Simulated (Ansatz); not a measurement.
Born–Oppenheimer molecular dynamics of FH₅OSSi (9 atoms, charge 0, multiplicity 1). It starts at the highest image of a converged band. Of that band: Neighbouring images differ by up to 2.7 eV, so the band resolves the path poorly. A vibrational analysis at the climbing image gives one clearly imaginary mode, 1139i cm⁻¹: a first-order saddle point.

Level of theory: Ansatz 0.2.0, RHF/def2-SVP.

| Property | Result |
| --- | --- |
| ensemble | NVE (velocity Verlet) |
| time step | 0.5 fs |
| steps asked | 200 |
| starting velocities drawn for | 100 K |
| seed | 3450 |

First frame:

```xyz
9
Properties=species:S:1:pos:R:3
Si -0.002 -0.180 -0.006
H 0.194 0.082 1.649
H 1.217 0.155 -0.718
F -0.799 1.220 0.041
O -1.199 -1.168 -0.462
H -0.992 -2.080 -0.596
S 1.380 -2.195 0.843
H 0.424 -2.913 1.445
H 0.673 -0.677 1.566
```

Task: How far do the bonds stretch over the last three quarters of this one trajectory? (Pairs bonded in most of those frames.)

Result: 
```
  bond  mean (Å)  spread (Å)  shortest  longest
Si1–H3     1.462       0.011      1.44     1.48
Si1–F4     1.632       0.029      1.58     1.67
Si1–O5     1.632       0.018      1.61     1.67
Si1–S7     2.249       0.177      2.00     2.54
 H2–H9     0.756       0.021      0.74     0.84
 O5–H6     0.945       0.006      0.93     0.95
 S7–H8     1.338       0.004      1.33     1.34
```

Mean temperature of the second half: 2456 K. The conserved energy stayed within 0.044 meV per atom of its start (net change 0.025 meV per atom), so the integration is sound. The kinetic energy rose, since the run started high on the potential surface and went downhill. It ends in pieces (FH3OSSi + H2), so much of that is their flight and rotation, not heat. A run of 0.1 ps of so small a system gives no equilibrium averages. The orbitals stay closed-shell, which can raise the energy where a bond breaks towards radicals; this wasn't checked here.

Run time: 4.7 min on 1 thread of Arm Neoverse V1, on a shared host, peak memory 0.15 GiB.
